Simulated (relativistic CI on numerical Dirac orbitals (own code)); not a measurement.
What each ingredient does to the levels of Nd XVI

Base calculation: Dirac-Coulomb-Breit CI, KLI orbitals optimised for each configuration, model QED, unscaled Slater integrals.

CI space (outside the closed core [Ar] 3d10): 4s²4p⁶4d⁹, 4s²4p⁵4d¹⁰, 4s²4p⁶4d⁸4f, 4s4p⁶4d¹⁰, 4s²4p⁶4d⁸5s, 4s²4p⁵4d⁹4f, 4s²4p⁶4d⁸5p, 4s4p⁶4d⁹4f, 4s²4p⁶4d⁷4f5s, 4s²4p⁶4d⁸5d, 4s²4p⁶4d⁷5s5p, 4s²4p⁵4d⁹5s, 4s²4p⁶4d⁸5f, 4s²4p⁶4d⁸6s, 4s²4p⁶4d⁸6p, 4s²4p⁵4d⁹5p, 4s²4p⁶4d⁸5g, 4s²4p⁶4d⁸6d, 4s²4p⁶4d⁸6f, 4s²4p⁶4d⁸7s, 4s²4p⁶4d⁸7p, 4s²4p⁵4d⁹5d, 4s4p⁶4d⁹5s, 4s²4p⁶4d⁷5s², 4s²4p⁶4d⁶4f5s², 4s²4p⁵4d⁷4f5s², 4s²4p⁶4d⁶5s²5p, 4p⁶4d⁹4f², 4p⁵4d¹⁰4f², 4p⁶4d⁸4f³, 4p⁶4d⁸4f²5s, 4p⁵4d⁹4f³, 4p⁶4d⁸4f²5p. Double excitations out of closed p, d and f shells are left out; levels of such configurations are missing from the list, as are those of other unlisted configurations, and high levels can miss mixing partners. These lack a partner that the ground configuration has and come out too high: 4s²4p⁶4d⁸5d, 4s²4p⁵4d⁹5s, 4s²4p⁶4d⁸5f, 4s²4p⁶4d⁸6s, 4s²4p⁶4d⁸6p.

The lowest level and the first level of each name with at least 55 % of one term (blank where a level has no safe partner in the second run):

| Level | Base (cm⁻¹) | Shift (cm⁻¹) |
| --- | --- | --- |
| 4s²4p⁶4d⁹ ²D5/2 | 0 | 0 |
| 4s²4p⁶4d⁹ ²D3/2 | 36008 | +930 |
| 4s²4p⁵4d¹⁰ ²P°3/2 | 880568 | +2387 |
| 4s²4p⁶4d⁸4f ⁴F°7/2 | 962142 | +1218 |
| 4s²4p⁶4d⁸4f ⁴F°9/2 | 967584 | +1616 |
| 4s²4p⁶4d⁸4f ²P°1/2 | 973604 | +1776 |
| 4s²4p⁶4d⁸4f ⁴D°7/2 | 981460 | +1608 |
| 4s²4p⁶4d⁸4f ⁴I°15/2 | 981599 | +1760 |
| 4s²4p⁶4d⁸4f ⁴F°3/2 | 985533 | +1556 |
| 4s²4p⁶4d⁸4f ⁴D°1/2 | 994897 | +2066 |
| 4s²4p⁶4d⁸4f ⁴P°1/2 | 1010178 | +2081 |
| 4s²4p⁶4d⁸4f ⁴G°7/2 | 1012088 | +1705 |
| 4s²4p⁶4d⁸4f ²P°3/2 | 1012395 | +1636 |
| 4s²4p⁶4d⁸4f ²S°1/2 | 1013381 | +1784 |

At this charge energies of transitions that change n are usually good to better than 1 %, and those within a shell (Δn = 0) to a few per cent. Levels and lines within the n = 5 or 6 shells can be off by up to 10 % or somewhat more, and those that change n by about 2 %, since core polarisation is missing.

**Question.** One thing was changed in a second run, which moved the levels as shown. Which?
A. Breit term removed
B. P86 correlation estimate
C. QED terms removed
D. configuration mixing switched off

**Answer.** A. Breit term removed. The Breit term mainly narrows fine-structure intervals, so removing it widens them.

LS names give the leading component of a level, which can be under half, so a name can repeat, a term be missing and a line seem to break the LS rules.
